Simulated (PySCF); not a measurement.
**How methods differ on the excitation energy of Ag⁺**

Ag⁺ [Kr] 4d10 (1S) → Ag⁺ [Kr] 4d9 5s1 (3D), as a difference of total energies. Computed with PySCF 2.14 in aug-cc-pwCVDZ-PP with ECP28MDF (6s6p5d3f, 70 functions), with a scalar-relativistic core potential. Correlated levels: valence and next inner shell: nothing frozen outside the core potential. The calculations carry no spin-orbit coupling.

```
                                method  excitation energy (eV)
                                   UHF                   4.361
    MP2 (valence and next inner shell)                   5.029
SCS-MP2 (valence and next inner shell)                   5.009
   CCSD (valence and next inner shell)                   4.733
CCSD(T) (valence and next inner shell)                   4.768
```

Q: How much does correlation contribute at CCSD(T) (valence and next inner shell)?

A: 4.768 − (4.361) = 0.407 eV, measured against UHF.

Errors of the correlated levels include the incompleteness of this basis.

For comparison: 5.035 eV (measured; NIST levels, between the centres of gravity of the two terms).
